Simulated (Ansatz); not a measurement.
System: PbCl2, net charge 0, singlet state. SMILES: [Cl][Pb][Cl]
Structure (B3LYP-D3(BJ)/def2-TZVP (Ansatz, a first-principles code) minimum search):
```
Pb
Cl 1 2.4827
Cl 1 2.4827 2 99.63
```

Parts of the frozen-core correlation energy in def2-SVP (Ansatz, hartree). Frozen orbitals: 19; correlated occupied orbitals by spin: 9 and 9; virtual: 34 and 34. No spin-orbit coupling. In def2 rows, elements after Kr have scalar-relativistic effective core potentials.

```csv
term,value
reference (HF),-1110.65273
MP2 opposite-spin,-0.23261
MP2 same-spin,-0.08374
CCSD correlation,-0.34548
(T),-0.00845
T1 diagnostic,0.015
largest doubles amplitude,0.044
```
